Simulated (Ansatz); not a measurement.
Reaction (ligand exchange at a B–O bond): `CB(N)O` + H₂S → `CB(N)S` + H₂O

Isolated molecules relaxed with PBE0-D4/def2-TZVP in Ansatz; ΔE leaves out vibrations. CCSD(T)/CBS adds triple-zeta CCSD(T) − MP2 to the extrapolated MP2 energy (def2 sets, frozen cores). This one scheme is used for every species. DFT in def2-TZVPP. HSE06 is defined as in plane-wave codes. Each species was taken in one conformer, which may not be the lowest.

```json
{"level": "BLYP-D4", "ΔE (kJ/mol)": "51.2", "difference from CCSD(T)/CBS": "3.5"}
{"level": "r2SCAN-D4", "ΔE (kJ/mol)": "50.9", "difference from CCSD(T)/CBS": "3.2"}
{"level": "B97M-V", "ΔE (kJ/mol)": "53.8", "difference from CCSD(T)/CBS": "6.1"}
{"level": "r2SCANh-D4", "ΔE (kJ/mol)": "51.1", "difference from CCSD(T)/CBS": "3.4"}
{"level": "r2SCAN0-D4", "ΔE (kJ/mol)": "51.5", "difference from CCSD(T)/CBS": "3.8"}
{"level": "HSE06-D4", "ΔE (kJ/mol)": "46.2", "difference from CCSD(T)/CBS": "-1.5"}
{"level": "PBE", "ΔE (kJ/mol)": "47.5", "difference from CCSD(T)/CBS": "-0.2"}
{"level": "r2SCAN", "ΔE (kJ/mol)": "51.7", "difference from CCSD(T)/CBS": "4.0"}
{"level": "PBE0", "ΔE (kJ/mol)": "49.3", "difference from CCSD(T)/CBS": "1.6"}
{"level": "r2SCANh", "ΔE (kJ/mol)": "52.0", "difference from CCSD(T)/CBS": "4.3"}
{"level": "MP2/def2-SVP", "ΔE (kJ/mol)": "62.4", "difference from CCSD(T)/CBS": "14.7"}
{"level": "CCSD/def2-SVP", "ΔE (kJ/mol)": "67.4", "difference from CCSD(T)/CBS": "19.7"}
{"level": "MP2/def2-TZVPP", "ΔE (kJ/mol)": "46.7", "difference from CCSD(T)/CBS": "-1.0"}
{"level": "HF/def2-QZVPP", "ΔE (kJ/mol)": "68.9", "difference from CCSD(T)/CBS": "21.2"}
{"level": "HF/CBS(def2)", "ΔE (kJ/mol)": "69.0", "difference from CCSD(T)/CBS": "21.3"}
{"level": "CCSD/CBS(def2)", "ΔE (kJ/mol)": "51.0", "difference from CCSD(T)/CBS": "3.3"}
{"level": "CCSD(T)/CBS", "ΔE (kJ/mol)": "47.7", "difference from CCSD(T)/CBS": "0"}
```

Largest T1 diagnostic among the species: 0.011.

Leaving LDA and LC-ωPBE aside and taking each functional with its dispersion term where it has one, the values, not all of them listed here, spread over 19.8 kJ/mol, from revPBE-D4 to CAM-B3LYP-D4. LDA lies +4.5 kJ/mol from PBE without D4. At CCSD(T), def2-SVP lies +17.9 kJ/mol from the extrapolated value and def2-TZVPP +4.4 kJ/mol.
